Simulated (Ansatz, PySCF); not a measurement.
Ansatz (a first-principles code) was given this input:
Ansatz 0.2 input:
```yaml
crystal:
  periodic: [false, false, false]
  atoms:
    - {symbol: Sn, position_ang: [-0.00000000, 0.00000000, 0.00000000]}
    - {symbol: Cl, position_ang: [2.22169726, -0.28046629, -0.42811001]}
    - {symbol: Cl, position_ang: [-0.94312463, -0.98953972, 1.82461100]}
    - {symbol: Cl, position_ang: [-1.27857262, 1.27000601, -1.39650099]}
basis:
  gaussian:
    orbitals: STO-3G
hamiltonian:
  xc: b3lyp5
total_charge: 1
accuracy: high
```

Question: Convert this to an input for PySCF.

Answer: One answer among several that fit: 
```python
from pyscf import gto, scf, dft

mol = gto.Mole()
mol.atom = '''
    Sn   -0.00000000    0.00000000    0.00000000
    Cl    2.22169726   -0.28046629   -0.42811001
    Cl   -0.94312463   -0.98953972    1.82461100
    Cl   -1.27857262    1.27000601   -1.39650099
'''
mol.basis = 'sto-3g'
mol.charge = 1
mol.verbose = 4
mol.build()

mf = dft.RKS(mol)
mf.xc = 'b3lyp5'
mf.grids.atom_grid = (99, 590)
mf.grids.prune = None
mf.kernel()
```

Both were run: Ansatz gave -7330.381852 Eh and PySCF -7330.381850 Eh, 0.002 mEh apart.
